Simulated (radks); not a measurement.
The numbers below are computed, except where a source is named.
Spherical quantum dot in the effective-mass picture: electrons in a hard-walled sphere of radius 8.06, all in effective atomic units (hartree* = m*/eps^2 hartree, bohr* = eps/m* bohr), one dielectric constant everywhere. Level of theory: non-relativistic Kohn-Sham, LDA (Slater exchange, Perdew-Wang correlation), spin-polarised, spherical densities (a radial shooting solver with Libxc functionals). Levels are named by radial order and angular momentum (1s, 1p, 1d, 2s, ...), and open shells are averaged over m. Results are scaled to m* = 0.029 and eps = 12.9, for which hartree* = 4.742 meV and bohr* = 23.54 nm. Each electron was tried in the lowest free levels, single moves between levels near the top were tried too, and the lowest total energy was kept; such a search can miss a lower state. At N = 1 the Hartree and exchange-correlation terms need not cancel, so that row can carry a self-interaction error.

N,open shells,2S,E (meV),mu = E(N) - E(N-1) (meV),addition energy mu(N+1) - mu(N) (meV),e(HOMO) (meV),rms radius (nm)
1,"1s(up 1, down 0)",1,0.364429,0.36443,0.8439,0.71735,102.8
2,none,0,1.57275,1.2083,0.9953,1.5657,111.0
3,"1p(up 1, down 0)",1,3.77634,2.2036,0.6983,2.5496,118.6
4,"1p(up 2, down 0)",2,6.67824,2.9019,0.7090,3.2557,123.0
5,"1p(up 3, down 0)",3,10.2892,3.6110,0.8559,3.9665,126.2
6,"1p(up 3, down 1)",2,14.7560,4.4668,0.6849,4.8074,128.6
7,"1p(up 3, down 2)",1,19.9078,5.1517,0.6922,5.4971,130.6
8,none,0,25.7517,5.8439,1.027,6.1911,132.3
9,"1d(up 1, down 0)",1,32.6225,6.8708,0.6810,7.2109,134.1
10,"1d(up 2, down 0)",2,40.1743,7.5518,0.6826,7.8929,135.6
11,"1d(up 3, down 0)",3,48.4087,8.2344,0.6833,8.5760,136.9
12,"1d(up 4, down 0)",4,57.3264,8.9177,0.6834,9.2594,138.0
13,"1d(up 5, down 0)",5,66.9275,9.6011,0.8322,9.9428,139.0
14,"1d(up 5, down 1)",4,77.3608,10.433,0.6709,10.768,139.9
15,"1d(up 5, down 2)",3,88.4651,11.104,0.6726,11.440,140.7
16,"1d(up 5, down 3)",2,100.242,11.777,0.6736,12.114,141.5
17,"1d(up 5, down 4)",1,112.692,12.451,0.6741,12.788,142.2
18,none,0,125.817,13.125,1.083,13.462,142.9
19,"1f(up 1, down 0)",1,140.025,14.208,0.6675,14.542,143.5
20,"1f(up 2, down 0)",2,154.901,14.876,0.6678,15.209,144.2
21,"1f(up 3, down 0)",3,170.444,15.543,0.6680,15.877,144.8
22,"1f(up 4, down 0)",4,186.655,16.211,0.6679,16.545,145.3
23,"1f(up 5, down 0)",5,203.535,16.879,0.6679,17.213,145.8
24,"1f(up 6, down 0)",6,221.082,17.547,0.6677,17.881,146.3
25,"1f(up 7, down 0)",7,239.297,18.215,0.8162,18.549,146.8
26,"1f(up 7, down 1)",6,258.328,19.031,0.6607,19.361,147.2
27,"1f(up 7, down 2)",5,278.019,19.692,0.6612,20.022,147.6
28,"1f(up 7, down 3)",4,298.372,20.353,0.6615,20.684,148.0
29,"1f(up 7, down 4)",3,319.387,21.014,0.6617,21.345,148.4
30,"1f(up 7, down 5)",2,341.063,21.676,0.6617,22.007,148.8
31,"1f(up 7, down 6)",1,363.400,22.338,-,22.669,149.1

All shells are closed at N = 2, 8, 18 (there: 1s2 1p6 1d10); the second difference of the energy has clear peaks (12 % above both neighbours; the first and last values, which can be the largest, are not judged, and half-filled shells can peak too) at N = 2, 5, 8, 13, 18, 25.
